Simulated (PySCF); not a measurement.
germylmethylsilane (CH₈GeSi), SMILES [SiH3][CH2][GeH3]. Heavy atoms are numbered as in [SiH3:1][CH2:2][GeH3:3]. Hydrogens are named by the atom that carries them.

The structure is a stationary point at B3LYP-D3(BJ)/def2-SVP.

The numbers are results of KT2/pcSseg-1 run with PySCF, not measurements.

GIAO shieldings, no solvent; atoms alike by connectivity are averaged. δ = σ(ref) − σ: ²⁹Si against TMS (σ = 361.9 ppm); ¹³C against TMS (σ = 185.1 ppm); ⁷³Ge against GeH4 (σ = 1669.3 ppm); ¹H against TMS (σ = 31.47 ppm), references at their B3LYP-D3(BJ)/def2-TZVP geometries, non-relativistic.

| atoms | nucleus | count | δ (ppm) |
|---|---|---|---|
| Si1 (SiH3) | ²⁹Si | 1 | (withheld) |
| C2 (CH2) | ¹³C | 1 | (withheld) |
| Ge3 (GeH3) | ⁷³Ge | 1 | 122.0 |
| H on Ge3 | ¹H | 3 | 4.32 |
| H on Si1 | ¹H | 3 | (withheld) |
| H on C2 | ¹H | 2 | 0.30 |

Problem. Complete the blanks. (Estimate from the structure and the level; the computed values follow.)

Solution. 
- H on Si1, δ (ppm): 4.32
- Si1 (SiH3), δ (ppm): -66.1
- C2 (CH2), δ (ppm): -11.3
